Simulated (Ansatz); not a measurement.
`C[O][W]([F])([F])([F])([Cl])[O]C`, relaxed with RKS PBE0-D4/def2-TZVP in Ansatz from a GFN2-xTB geometry. The force threshold is 0.005 eV/Å; the program also tests the step.

Total charge 0; spin multiplicity 1. W: def2 effective core potential.

Start:

```xyz
15

C     1.755    1.268   -1.666
O     0.603    0.990   -0.914
W     0.267    0.112    0.599
F    -0.095    1.689    1.604
F     2.056    0.281    1.093
F     0.097   -0.862    2.178
Cl    0.869   -1.911   -0.435
O    -1.445   -0.202    0.223
C    -2.393   -1.151    0.639
H     2.109    0.324   -2.116
H     2.526    1.678   -0.992
H     1.538    1.991   -2.460
H    -3.391   -0.892    0.269
H    -2.401   -1.180    1.741
H    -2.095   -2.134    0.236
```

(1) How much energy does the relaxation release, and in how many steps? (An estimate is asked.)

(2) Which bonds change most? (An estimate is asked.)

(3) Give the relaxed structure. (An estimate is asked.)

Results:

(1) The calculation gave: 21.12 kJ/mol, in 11 steps, 2 of them rejected.

(2) The calculation gave: W3–O8 from 1.781 to 1.826 Å; O2–W3 from 1.782 to 1.826 Å; W3–F4 from 1.905 to 1.863 Å; W3–Cl7 from 2.350 to 2.337 Å.

(3) The calculation gave: 
```xyz
15

C     1.737    1.251   -1.755
O     0.733    0.981   -0.822
W     0.337    0.133    0.747
F    -0.101    1.719    1.622
F     2.116    0.363    1.275
F     0.154   -0.781    2.368
Cl    0.984   -1.896   -0.216
O    -1.404   -0.265    0.367
C    -2.439   -1.183    0.564
H     1.932    0.340   -2.328
H     2.647    1.556   -1.232
H     1.400    2.045   -2.422
H    -3.377   -0.742    0.225
H    -2.502   -1.438    1.625
H    -2.218   -2.084   -0.016
```
